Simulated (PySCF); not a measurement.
A GIAO shielding run with PySCF (density fitting, non-relativistic, gas phase) on SMILES C1([SiH3])=CN=NN1CCC, C₅H₁₁N₃Si:

```
$ OMP_NUM_THREADS=1 python probes_run.py task.json out

{"job": {"kind": "nmr", "xc": "PBE0", "basis": "pcSseg-1"}, "charge": 0, "multiplicity": 1}
C     -2.758486     0.709361    -0.708267
C     -1.564774     0.449949     0.199960
C     -0.725206    -0.723182    -0.313009
N      0.420174    -0.947903     0.520426
N      0.358033    -1.785117     1.544872
N      1.482763    -1.772907     2.159837
C      2.304147    -0.914461     1.539998
C      1.639523    -0.352510     0.460098
Si     2.211775     0.866577    -0.833166
H     -3.340562     1.548639    -0.337062
H     -2.426903     0.942326    -1.717781
H     -3.404016    -0.164750    -0.750531
H     -0.937977     1.342971     0.251080
H     -1.907742     0.219954     1.210466
H     -1.321393    -1.639181    -0.296454
H     -0.387811    -0.527517    -1.334185
H      3.303480    -0.742503     1.882573
H      2.030400     0.258954    -2.155967
H      3.618213     1.156756    -0.577989
H      1.401213     2.085220    -0.747934
```

Hardware: 1 thread of an Arm Neoverse V2, shared host. The job also computes population analyses, field gradients, ring-centre shieldings.

Q: How large is the calculation?

A: 76 electrons, 215 basis functions and 1122 auxiliary functions.

Q: How long does it take, and how much memory does it need?

A: 42 s of wall time, with 14 SCF cycles and 5 response iterations; peak memory 1 GiB. Times on a shared host scatter by some tens of per cent.
